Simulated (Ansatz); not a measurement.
Abridged output of a molecular run in Ansatz:

```
Functional definition: HF
1389 factors; integrals over basis functions are off by at most 8.5e-4 eV
mean field evaluation 1: about -73130.3158 eV, gradient 4.1e1 eV
mean field evaluation 2: about -73130.5221 eV, gradient 4.2e1 eV
mean field evaluation 4: about -73134.2650 eV, gradient 3.5e0 eV
mean field evaluation 8: about -73134.3277 eV, gradient 2.9e-1 eV
mean field -73134.32810295 eV, -2687.6369855553 hartree, gradient 7.1e-6 eV, S^2 0.000000; 0 other end points of the search recorded, 0 dependent functions left out
20 core orbitals not correlated: weight in the atoms' cores, before any rotation towards them, 1.000 or more for the frozen orbitals, at most 0.000 for the correlated occupied ones
reference -73134.32810295 eV, -2687.6369855553 hartree; 17, 17 occupied and 196, 196 virtual orbitals, 1389 factors
second order -21.05731701 eV of doubles, -0.00000000 eV of singles
cycle   1  -21.19203526 eV  change   -1.3e-1 eV  update   1.2e-1
cycle   2  -21.86158590 eV  change   -6.7e-1 eV  update   3.7e-2
cycle   3  -22.00007945 eV  change   -1.4e-1 eV  update   2.0e-2
cycle   4  -21.98557255 eV  change    1.5e-2 eV  update   5.0e-3
cycle   5  -21.98249646 eV  change    3.1e-3 eV  update   2.6e-3
cycle   6  -21.98325695 eV  change   -7.6e-4 eV  update   7.4e-4
cycle   7  -21.98299085 eV  change    2.7e-4 eV  update   3.1e-4
cycle   8  -21.98297193 eV  change    1.9e-5 eV  update   8.5e-5
cycle   9  -21.98301429 eV  change   -4.2e-5 eV  update   3.2e-5
cycle  10  -21.98301031 eV  change    4.0e-6 eV  update   1.0e-5
perturbative correction -0.90265360 eV, -0.0331719081 hartree
Total energy: -73157.21376686 eV, -2688.4780181917 hartree
```

Its atoms:

```xyz
9

O    -0.6631   -0.8535    1.3886
Ga   -1.5967    0.3515    0.4575
S    -0.4415    1.1944   -1.1969
Si    1.3969    0.1202   -0.9149
H    -1.1321   -1.2491    2.1258
H    -3.0606    0.7421    0.8005
H     1.2032   -1.3406   -1.0698
H     2.2887    0.6162   -1.9935
H     2.0052    0.4188    0.4027
```

(1) Which basis set was used?
A. def2-SVPD
B. def2-TZVPP
C. def2-QZVPP
D. cc-pV(Q+d)Z

(2) Write the keys of the input that set method, charge and spin (a neutral closed shell needs none for the last two).

Answers

(1) B. It gives 233 functions.

(2) 
```yaml
correlation: {method: ccsd_t}
```
